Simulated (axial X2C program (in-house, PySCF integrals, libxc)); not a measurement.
## What spin–orbit coupling does to NaCo

All values were computed with an in-house all-electron X2C program for linear molecules (integrals from PySCF). Spin-free means the one-electron spin-free X2C Hamiltonian; two-component (2c) means X2C with spin–orbit coupling and atomic mean-field two-electron Coulomb and Gaunt terms, so the difference of the two also holds small scalar two-electron terms. Basis: Co dyall-cv3z [9s10p6d3f2g], Na dyall-cv3z [9s8p5d2f] (cores contracted in-house); Gaussian nuclei, density fitting, unrestricted open shells. Masses: Co 58.933 u, Na 22.990 u.

Spin-free state: M_S = 1, Λ = 0 (beyond evenly filled blocks: π+α, π-α); fragments Co + Na.

```json
{"level": "PBE0", "Re (Å)": "2.726", "ωe (cm⁻¹)": "196.9", "De (eV)": "0.767", "μ (D)": "4.46"}
{"level": "HF", "Re (Å)": "3.084", "ωe (cm⁻¹)": "104.9", "De (eV)": "-2.069", "μ (D)": "2.08"}
{"level": "CCSD", "Re (Å)": "2.708", "ωe (cm⁻¹)": "210.7", "De (eV)": "n/a", "μ (D)": "n/a"}
{"level": "CCSD(T)", "Re (Å)": "2.689", "ωe (cm⁻¹)": "217.8", "De (eV)": "0.182", "μ (D)": "n/a"}
{"level": "B3LYP", "Re (Å)": "2.706", "ωe (cm⁻¹)": "200.6", "De (eV)": "0.899", "μ (D)": "4.52"}
```

Correlated methods: 10 electrons correlated (number of frozen shells: Co 3 s, 2 p; Na 2 s, 1 p), 272 virtual spin orbitals or spinors in MP2, 90 natural virtuals in coupled cluster.

Dipoles are positive if Na is the positive end.

Two-component determinant lowest at the distance of the search:

Ω = 3 (⟨Sz⟩ = 1.00, ⟨Lz⟩ = 2.00 at HF); fragments Co + Na.

| level | Re (Å) | ωe (cm⁻¹) | μ (D) |
| --- | --- | --- | --- |
| PBE0 | 2.640 | 202.6 | 4.37 |
| HF | 2.986 | 114.2 | 2.43 |
| CCSD | 2.638 | 209.5 | n/a |
| CCSD(T) | 2.616 | 217.4 | n/a |
| B3LYP | 2.621 | 206.6 | 4.42 |

Task: From the two tables, how do the constants change at the CCSD(T) level (2c against spin-free)?

Result: At the CCSD(T) level Re decreases by 0.073 Å and ωe falls by 0.4 cm⁻¹. The two determinants differ in configuration, so these shifts compare two states and are not the spin–orbit effect on one state.

The state is a single determinant with fixed occupations, the lowest that a limited PBE0 search found. De is counted from the lowest determinant-based energies of the atoms at the same level, without counterpoise correction. De is not given where an atomic determinant may have missed its ground term or J level, or where the truncated virtual space spoils (T). Density functionals use the spin component along the axis (collinear). CCSD and (T) use frozen natural virtuals with an MP2 correction for the truncation; (T) itself is uncorrected, so its De runs slightly low. PBE0 can misorder states that lie within some tenths of an eV, so this need not be the ground state of the molecule. The nearest other spin-free determinant of the search, M_S = 1, Λ = 3, lies 0.02 eV up at the distance of the search. Without a current term, density functionals place determinants with orbital angular momentum somewhat too high. With several unpaired electrons one determinant need not be a pure state. The determinant is spin-polarised beyond a pure state at some levels (its spin-free form has ⟨S²⟩ too high), which makes Re and μ there less reliable. The T1 diagnostic is large, a sign of multireference character.
